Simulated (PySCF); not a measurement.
Problem. Write a Z-matrix for `O[Si@H]1CCO1` as optimised with PBE0-D3(BJ)/def2-SVP.

Solution. 
Z-matrix in Å and degrees, rows numbered from 1:
```
O 
Si  1  1.6531
C   2  1.8824  1  120.84
C   3  1.5438  2   83.21  1   115.11
O   4  1.4401  3  102.07  2    -1.31
H   1  0.9622  2  116.81  3   -49.92
H   2  1.4831  1  103.64  3  -138.11
H   3  1.0993  2  116.91  1  -130.46
H   3  1.0996  2  116.77  1     0.88
H   4  1.1028  3  113.11  2   116.93
H   4  1.1036  3  113.59  2  -119.69
```

The 2 O–Si bonds span 1.653 Å (O1–Si2, drawn single) to 1.687 Å (Si2–O5, drawn single), a spread of 0.034 Å. The 4-membered ring Si2–C3–C4–O5 has internal angles of 80.9° to 102.1°; it is planar, 0.01 Å rms from its mean plane, widest ring torsion 1°. Si2 (oxygen-bound silicon) has angles from 80.9° to 120.8°.

Computed, not measured: PBE0-D3(BJ)/def2-SVP geometry optimisation, gas phase (PySCF).

Point group: C1 (no symmetry element, even within 0.4 Å). No PBE0-D3(BJ)/def2-SVP frequencies stand behind this structure, so it isn't proved a minimum. The numbers are those of one conformer (H–O1–Si2–C3 -50°).

Time: 38 s of wall time; peak memory 0.43 GiB. Hardware: one thread, Arm Neoverse V1 (aarch64), shared host with 32 logical CPUs at a one-minute load of 23. That covers the optimisation of the geometry.
